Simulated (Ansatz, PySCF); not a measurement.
Bond stretch in B2, triplet. Each curve is given relative to its own lowest point near equilibrium.

```json
[
 {"R / Å": "1.21", "A": "117.0", "B": "104.5", "C": "113.3"},
 {"R / Å": "1.31", "A": "51.0", "B": "43.0", "C": "47.7"},
 {"R / Å": "1.38", "A": "24.3", "B": "18.8", "C": "21.6"},
 {"R / Å": "1.44", "A": "10.4", "B": "6.8", "C": "8.4"},
 {"R / Å": "1.52", "A": "1.5", "B": "0.0", "C": "0.6"},
 {"R / Å": "1.58", "A": "0.0", "B": "0.0", "C": "0.0"},
 {"R / Å": "1.61", "A": "0.5", "B": "1.2", "C": "1.0"},
 {"R / Å": "1.64", "A": "1.6", "B": "3.0", "C": "2.7"},
 {"R / Å": "1.70", "A": "5.5", "B": "8.1", "C": "7.7"},
 {"R / Å": "1.77", "A": "11.5", "B": "12.2", "C": "15.2"}
]
```

Energies in mEh.

### Question
Assign the columns to these levels of theory: unrestricted B3LYP/6-31G*, spherical d (PySCF 2.14.0); unrestricted CAM-B3LYP/cc-pVTZ (Ansatz, a quantum-chemistry and plane-wave program); unrestricted M06-2X/6-31G*, spherical d (PySCF).

### Answer
A is UKS-B3LYP/6-31G*; B is UKS-CAM-B3LYP; C is UKS-M06-2X/6-31G*.

The scan ran from 1.21 to 6.53 Å; beyond the distances shown full CI changes its symmetry label. The unrestricted determinant behind UKS-B3LYP/6-31G* is spin-contaminated at 1.21 to 1.77 Å (<S²> up to 2.9, against 2.00 for a pure triplet). The unrestricted solution behind UKS-CAM-B3LYP, UKS-M06-2X/6-31G* changes between 1.70 and 1.77 Å, which can leave a kink. The unrestricted determinant behind UKS-CAM-B3LYP, UKS-M06-2X/6-31G* is spin-contaminated at 1.21 to 1.70 Å (<S²> up to 2.9, against 2.00 for a pure triplet).
